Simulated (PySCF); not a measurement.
**Scandium: a sound run and one with changed settings**

Sound run: Sc⁺ [Ar] 3d1 4s1, Sc²⁺ [Ar] 3d1. Calculation: PySCF 2.14, in pcseg-2; the non-relativistic Hamiltonian (point nucleus). The sound run starts from symmetry-adapted Hartree-Fock orbitals and uses a fine grid where one is needed.

Changed run: initial guess 1e, at most 50 SCF cycles, level shift 10.0 hartree.

```csv
species,method,sound run (hartree),changed run (hartree),converged
Sc⁺,UHF,-759.52787,-759.49517,no
Sc⁺,BP86,-760.46766,-760.44461,no
Sc⁺,M06-2X,-760.37026,-760.34723,no
Sc²⁺,UHF,-759.08086,-759.08080,no
Sc²⁺,BP86,-759.98716,-759.98594,no
Sc²⁺,M06-2X,-759.90259,-759.90239,no
```

A level shift slows the SCF but leaves a converged energy unchanged.
